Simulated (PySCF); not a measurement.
## Curvature of the energy in the electron number along the third row, charge +1

Calculated with PySCF 2.14, in aug-cc-pVDZ, non-relativistic, aug-cc-pV(D+d)Z, non-relativistic: one orbital is emptied in steps, and each cell gives the departure of E from the straight line at half an electron, in eV (from a cubic fit). The exact functional gives zero.

```
species   orbital    LDA    PBE  r2SCAN   PBE0  BHandHLYP  LC-wPBE   UHF
    Mg⁺  3s alpha  -0.77  -0.82   -0.64  -0.60      -0.45    -0.03  0.00
    Al⁺   3s beta  -0.99  -0.99   -0.81  -0.73      -0.55    -0.09  0.05
    Si⁺  3p alpha  -1.08  -1.05   -0.97  -0.77      -0.51    -0.11  0.09
     P⁺  3p alpha  -1.23  -1.20   -1.11  -0.87      -0.55    -0.16  0.13
    Cl⁺   3p beta  -1.42  -1.37   -1.25  -0.97      -0.62    -0.24  0.23
    Ar⁺   3p beta  -1.57  -1.52   -1.39  -1.07      -0.65    -0.33  0.28
```

Estimate the missing row, S⁺.

The calculation gives LDA -1.39; PBE -1.35; r2SCAN -1.23; PBE0 -0.97; BHandHLYP -0.60; LC-wPBE -0.24; UHF 0.18.

How does the mean departure depend on the functional?

LDA -1.21 eV; PBE -1.19 eV; r2SCAN -1.06 eV; PBE0 -0.85 eV; BHandHLYP -0.56 eV; LC-wPBE -0.17 eV; UHF 0.14 eV. Semilocal functionals are convex (delocalisation error), Hartree-Fock is concave or straight, and exact exchange removes curvature roughly in proportion to its share, so among the functionals the range-separated hybrids usually come closest to zero.
